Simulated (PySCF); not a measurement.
Stationary points of GaFCl

Level of theory: PySCF, PBE0, basis Ga def2-TZVP, F def2-TZVP, Cl def2-TZVP (no relativity, density fitting).

Relaxations began from a few typed shapes; open shells are unrestricted. The search is not exhaustive: other isomers or separated fragments can lie lower, and high-lying points may rest on an excited occupation.

Order these stationary points by electronic energy, lowest first, in kJ/mol from the lowest minimum.
A. doublet Cs: Ga–Cl 2.158 Å, Ga–F 1.758 Å; Cl–Ga–F 117.8°
B. doublet C∞v: Ga–Cl 2.247 Å, Ga–F 1.790 Å; Cl–Ga–F 180.0°

A (0.0), B (58.8).

Which of them are minima?

By energy in kJ/mol, 0.0: minimum; 58.8: saddle point, 2 imaginary modes.
